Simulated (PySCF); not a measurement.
This PySCF input asks for the NMR shieldings of `CC[C@@H](C#N)[SiH2]OC(C)=O`, C6H11NO2Si; the geometry comes from GFN2-xTB.

```python
import basis_set_exchange as bse
import numpy as np
from pyscf import gto, dft
from pyscf.prop import nmr

atoms = """
C    -3.573546   -0.128078    0.356829
C    -2.325493    0.671196   -0.000118
C    -1.037963   -0.100788    0.306579
C    -0.965491   -1.292390   -0.486628
N    -0.903685   -2.231880   -1.137864
Si    0.502160    0.980992   -0.035186
O     1.731013   -0.085948    0.261143
C     2.997605    0.291878    0.080155
C     3.970587   -0.825342    0.299190
O     3.275222    1.417160   -0.229906
H    -3.590962   -0.360348    1.419876
H    -3.596481   -1.062561   -0.199538
H    -4.469314    0.439047    0.115171
H    -2.312163    1.607164    0.561195
H    -2.346036    0.924417   -1.061580
H    -1.047852   -0.411552    1.357259
H     0.550663    2.082944    0.920403
H     0.549704    1.419145   -1.423805
H     3.816497   -1.251808    1.287652
H     4.988121   -0.460799    0.198208
H     3.778493   -1.605506   -0.434802
"""
names = dict.fromkeys(["C", "N", "Si", "O", "H"], "pcSseg-1")
basis = {el: gto.basis.parse(bse.get_basis(n, elements=[el], fmt="nwchem")) for el, n in names.items()}
mol = gto.M(atom=atoms, basis=basis, charge=0, verbose=0)
mf = dft.RKS(mol, xc="PBE0")
mf.grids.level = 2
mf.grids.alignment = dft.numint.BLKSIZE   # the property module wants whole blocks of grid points
mf.conv_tol = 1e-9
mf.kernel()

calc = nmr.RKS(mf)   # GIAO
C = mf.mo_coeff
Co = C[:, mf.mo_occ > 0]
resp = mf.gen_response(singlet=True, hermi=2)
def vind(x):   # induced exchange potential for any number of trial vectors
    d = np.einsum("pi,xij,qj->xpq", C, 2 * x.reshape(-1, C.shape[1], Co.shape[1]), Co, optimize=True)
    return np.einsum("xpq,pi,qj->xij", resp(d - d.transpose(0, 2, 1)), C, Co, optimize=True).ravel()
mo1, _ = nmr.rhf.solve_mo1(calc, with_cphf=vind)
sigma = calc.kernel(mo1)
for i, s in enumerate(sigma):   # ppm
    w = np.linalg.eigvalsh((s + s.T) / 2)
    print("%2d %-2s iso %8.1f  s11 %8.1f  s22 %8.1f  s33 %8.1f" % (i, mol.atom_pure_symbol(i), w.mean(), *w))
```

Q: What are the results?

A: 
```
 0 C  iso    170.3  s11    155.1  s22    168.2  s33    187.6
 1 C  iso    164.9  s11    158.4  s22    162.1  s33    174.1
 2 C  iso    169.8  s11    157.2  s22    167.3  s33    184.9
 3 C  iso     61.9  s11    -55.9  s22    -50.4  s33    292.1
 4 N  iso    -32.9  s11   -201.3  s22   -191.5  s33    294.2
 5 Si iso    370.6  s11    345.8  s22    362.1  s33    404.0
 6 O  iso    136.2  s11     -5.2  s22    176.0  s33    237.7
 7 C  iso      9.1  s11    -93.7  s22     46.5  s33     74.4
 8 C  iso    163.3  s11    142.2  s22    153.3  s33    194.3
 9 O  iso   -134.3  s11   -391.9  s22   -252.0  s33    241.1
10 H  iso     30.9  s11     26.7  s22     28.6  s33     37.2
11 H  iso     29.9  s11     25.1  s22     29.7  s33     34.8
12 H  iso     30.4  s11     25.5  s22     27.5  s33     38.3
13 H  iso     30.4  s11     24.4  s22     30.3  s33     36.6
14 H  iso     30.3  s11     25.2  s22     30.1  s33     35.6
15 H  iso     29.9  s11     26.8  s22     28.4  s33     34.7
16 H  iso     26.8  s11     22.9  s22     26.1  s33     31.5
17 H  iso     26.8  s11     23.0  s22     26.4  s33     31.0
18 H  iso     29.4  s11     25.5  s22     28.9  s33     33.7
19 H  iso     29.8  s11     25.5  s22     27.9  s33     35.9
20 H  iso     29.2  s11     25.4  s22     28.8  s33     33.4
```

These numbers come from an equivalent density-fitted implementation of the same equations, which agrees with the script to about 0.01 ppm for H and up to a few tenths of a ppm for heavy atoms, so last digits may differ.

Q: Turn these shieldings into chemical shifts. δ = σ(ref) − σ, references computed at the same level: TMS for $^{13}$C (σref 186.93), $^{29}$Si (σref 349.16), $^{1}$H (σref 31.72); NH3 for $^{15}$N (σref 267.73); $^{17}$O (σref 336.08) vs H2O.

A: Averaging equivalent atoms: C 7: 177.8; C 3: 125.0; C 8: 23.7; C 1: 22.0; C 2: 17.1; C 0: 16.6; N 4: 300.6; Si 5: -21.5; O 9: 470.4; O 6: 199.9; H 17: 4.89; H 16: 4.88; H 18/19/20: 2.26; H 15: 1.78; H 14: 1.38; H 10/11/12: 1.34; H 13: 1.28 ppm. Unscaled 17O shifts of doubly bonded oxygen tend to come out too high, by tens of ppm or more. Experimental scales use liquid or dissolved standards, which lie at an offset from isolated NH3 (liquid NH3: subtract about 20 ppm) and H2O (liquid H2O: subtract about 36 ppm). Unscaled 15N shifts of sp2 nitrogen come out 20 to 40 ppm too high even then.

Size and cost of the density-fitted run: 232 basis functions, 42 s wall time on 1 thread of an x86-64 server CPU, shared host.
